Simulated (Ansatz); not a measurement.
`[SiH3][SiH2]I`, 8 atoms. The species carries charge 0 and has multiplicity 1. Correlated methods include outer-core shells of I, which these sets cover unevenly. I: def2 effective core potential. All runs use 2 threads of an Arm Neoverse V1 on a shared host. Correlated methods freeze the cores.

**Question.** Give the basis size and wall time and peak host memory of each of these runs in Ansatz. RKS ωB97M-V/def2-SVP energy; RKS PBE0-D4/def2-SVP energy; RKS r2SCAN0-D4/def2-TZVPP energy; direct RPA on PBE orbitals/def2-TZVPP energy; RHF-MP2/def2-QZVPP energy; RKS r2SCAN-D4/def2-TZVPP energy and forces; RKS PBE0-D4/def2-TZVP relaxation (6 steps); RKS PBE0-D4/def2-QZVPP energy; RHF-CCSD(T)/def2-SVP energy; RKS PBE0-D4/def2-TZVP frequencies; RKS B3LYP-D4/def2-TZVPP energy and forces; RKS SPW92 (LDA)/def2-TZVPP energy. (An estimate is asked.)

**Answer.** The calculation gave: Other jobs shared the machine, so times are rough.

```tsv
level	job	functions	wall time	peak host memory (GiB)
RKS SPW92 (LDA)/def2-TZVPP	energy	204	1.6 s	0.24
RKS PBE0-D4/def2-SVP	energy	87	1.6 s	0.39
RHF-CCSD(T)/def2-SVP	energy	87	3.6 s	0.39
RKS r2SCAN-D4/def2-TZVPP	energy and forces	204	6.5 s	0.26
RKS B3LYP-D4/def2-TZVPP	energy and forces	204	6.5 s	0.53
direct RPA on PBE orbitals/def2-TZVPP	energy	204	6.5 s	0.41
RKS r2SCAN0-D4/def2-TZVPP	energy	204	7 s	0.49
RKS ωB97M-V/def2-SVP	energy	87	8 s	0.39
RKS PBE0-D4/def2-QZVPP	energy	372	10 s	1.2
RHF-MP2/def2-QZVPP	energy	372	21 s	1.5
RKS PBE0-D4/def2-TZVP	relaxation (6 steps)	154	28 s	0.37
RKS PBE0-D4/def2-TZVP	frequencies	154	2.3 min	0.39
```

B3LYP here is the variant with VWN-RPA as its local correlation; programs differ in this.
